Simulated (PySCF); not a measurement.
r2SCAN on Sm (samarium, neutral), [Xe] 4f5 6s2 6p1, one real determinant (an excited configuration). All numbers are calculated (PySCF 2.14, scalar relativity by spin-free X2C-1e, in ANO-RCC-VTZP (8s7p5d3f2g1h, 104 functions)).

```
cycle= 1 E= -10426.0885713101  delta_E= -0.0292  |g|= 0.122  |ddm|= 0.639
cycle= 2 E= -10426.0940705306  delta_E= -0.0055  |g|= 0.139  |ddm|= 0.479
cycle= 3 E= -10426.0975706931  delta_E= -0.0035  |g|= 0.0161  |ddm|= 0.0595
cycle= 4 E= -10426.098126421  delta_E= -0.000556  |g|= 0.00947  |ddm|= 0.122
cycle= 5 E= -10426.0982432773  delta_E= -0.000117  |g|= 0.00327  |ddm|= 0.0452
cycle= 6 E= -10426.0982572132  delta_E= -1.39e-05  |g|= 0.00329  |ddm|= 0.0173
cycle= 7 E= -10426.0982699215  delta_E= -1.27e-05  |g|= 0.000319  |ddm|= 0.0199
cycle= 8 E= -10426.0982704172  delta_E= -4.96e-07  |g|= 0.000245  |ddm|= 0.00307
cycle= 9 E= -10426.0982707564  delta_E= -3.39e-07  |g|= 0.000264  |ddm|= 0.00206
cycle= 10 E= -10426.0982693087  delta_E= 1.45e-06  |g|= 0.000101  |ddm|= 0.0138
cycle= 11 E= -10426.0982692494  delta_E= 5.93e-08  |g|= 1.07e-05  |ddm|= 0.00356
cycle= 12 E= -10426.0982692497  delta_E= -3.33e-10  |g|= 1.64e-06  |ddm|= 0.000142
converged SCF energy = -10426.0982692497  <S^2> = 12.826775  2S+1 = 7.2323648
```

Highest occupied orbital energy: -2.258 eV; ⟨L²⟩ = 29.50; populations by l: s 11.42, p 25.00, d 20.58, f 5.00.

Question: Can this result be used?

Answer: Not for this state. The calculation finished and met its thresholds. ⟨L²⟩ = 29.50 against 42 for a pure I term, so this real determinant mixes terms. Spin-orbit coupling, absent here, splits the open shell strongly. ⟨S²⟩ = 12.83 against 12.00 shows spin contamination. The s, p, d and f populations moved away from the nominal configuration during the SCF.
